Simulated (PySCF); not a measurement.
Al(Me)2(NH2) (C₂H₈AlN), SMILES [CH3][Al]([CH3])[NH2].

The structure is a stationary point at PBE-D3(BJ)/def2-SVP. The structure was generated by enumeration; whether it is a known compound was not checked. Other conformers were not sampled.

Method: PySCF 2.14.0 with PBE-D3(BJ)/def2-SVP.

Frequencies are harmonic and unscaled.

```json
[
 {"mode": "1", "ν (cm⁻¹)": "56", "IR (km/mol)": "0.0", "moving atoms (share of kinetic energy)": "H 99 %"},
 {"mode": "2", "ν (cm⁻¹)": "71", "IR (km/mol)": "0.2", "moving atoms (share of kinetic energy)": "H 94 %"},
 {"mode": "3", "ν (cm⁻¹)": "157", "IR (km/mol)": "1.8", "moving atoms (share of kinetic energy)": "C 41 %, H 37 %, Al 14 %"},
 {"mode": "4", "ν (cm⁻¹)": "179", "IR (km/mol)": "4.5", "moving atoms (share of kinetic energy)": "Al 51 %, H 30 %, C 9 %, N 9 %"},
 {"mode": "5", "ν (cm⁻¹)": "182", "IR (km/mol)": "1.7", "moving atoms (share of kinetic energy)": "H 37 %, N 28 %, C 21 %, Al 14 %"},
 {"mode": "6", "ν (cm⁻¹)": "387", "IR (km/mol)": "0.0", "moving atoms (share of kinetic energy)": "H 100 %"},
 {"mode": "7", "ν (cm⁻¹)": "418", "IR (km/mol)": "164.3", "moving atoms (share of kinetic energy)": "H 81 %, N 19 %"},
 {"mode": "8", "ν (cm⁻¹)": "532", "IR (km/mol)": "2.1", "moving atoms (share of kinetic energy)": "C 65 %, H 21 %, N 12 %"},
 {"mode": "9", "ν (cm⁻¹)": "543", "IR (km/mol)": "1.0", "moving atoms (share of kinetic energy)": "H 86 %, C 8 %"},
 {"mode": "10", "ν (cm⁻¹)": "592", "IR (km/mol)": "0.0", "moving atoms (share of kinetic energy)": "H 84 %, C 16 %"},
 {"mode": "11", "ν (cm⁻¹)": "615", "IR (km/mol)": "0.6", "moving atoms (share of kinetic energy)": "H 46 %, C 33 %, Al 13 %"},
 {"mode": "12", "ν (cm⁻¹)": "663", "IR (km/mol)": "55.1", "moving atoms (share of kinetic energy)": "H 69 %, C 20 %, Al 10 %"},
 {"mode": "13", "ν (cm⁻¹)": "683", "IR (km/mol)": "21.1", "moving atoms (share of kinetic energy)": "H 67 %, C 22 %, N 11 %"},
 {"mode": "14", "ν (cm⁻¹)": "733", "IR (km/mol)": "199.8", "moving atoms (share of kinetic energy)": "H 40 %, Al 36 %, C 17 %"},
 {"mode": "15", "ν (cm⁻¹)": "823", "IR (km/mol)": "141.2", "moving atoms (share of kinetic energy)": "Al 45 %, N 35 %, H 16 %"},
 {"mode": "16", "ν (cm⁻¹)": "1164", "IR (km/mol)": "33.0", "moving atoms (share of kinetic energy)": "H 78 %, C 21 %"},
 {"mode": "17", "ν (cm⁻¹)": "1165", "IR (km/mol)": "15.3", "moving atoms (share of kinetic energy)": "H 80 %, C 20 %"},
 {"mode": "18", "ν (cm⁻¹)": "1372", "IR (km/mol)": "0.0", "moving atoms (share of kinetic energy)": "H 95 %"},
 {"mode": "19", "ν (cm⁻¹)": "1378", "IR (km/mol)": "0.0", "moving atoms (share of kinetic energy)": "H 95 %"},
 {"mode": "20", "ν (cm⁻¹)": "1382", "IR (km/mol)": "0.7", "moving atoms (share of kinetic energy)": "H 96 %"},
 {"mode": "21", "ν (cm⁻¹)": "1384", "IR (km/mol)": "4.3", "moving atoms (share of kinetic energy)": "H 96 %"},
 {"mode": "22", "ν (cm⁻¹)": "1479", "IR (km/mol)": "40.6", "moving atoms (share of kinetic energy)": "H 89 %, N 11 %"},
 {"mode": "23", "ν (cm⁻¹)": "2960", "IR (km/mol)": "7.7", "moving atoms (share of kinetic energy)": "H 97 %"},
 {"mode": "24", "ν (cm⁻¹)": "2961", "IR (km/mol)": "2.2", "moving atoms (share of kinetic energy)": "H 97 %"},
 {"mode": "25", "ν (cm⁻¹)": "3047", "IR (km/mol)": "0.0", "moving atoms (share of kinetic energy)": "H 91 %, C 9 %"},
 {"mode": "26", "ν (cm⁻¹)": "3047", "IR (km/mol)": "13.0", "moving atoms (share of kinetic energy)": "H 91 %, C 9 %"},
 {"mode": "27", "ν (cm⁻¹)": "3065", "IR (km/mol)": "11.3", "moving atoms (share of kinetic energy)": "H 91 %, C 9 %"},
 {"mode": "28", "ν (cm⁻¹)": "3065", "IR (km/mol)": "8.6", "moving atoms (share of kinetic energy)": "H 91 %, C 9 %"},
 {"mode": "29", "ν (cm⁻¹)": "3495", "IR (km/mol)": "14.3", "moving atoms (share of kinetic energy)": "H 96 %"},
 {"mode": "30", "ν (cm⁻¹)": "3585", "IR (km/mol)": "12.2", "moving atoms (share of kinetic energy)": "H 92 %, N 8 %"}
]
```
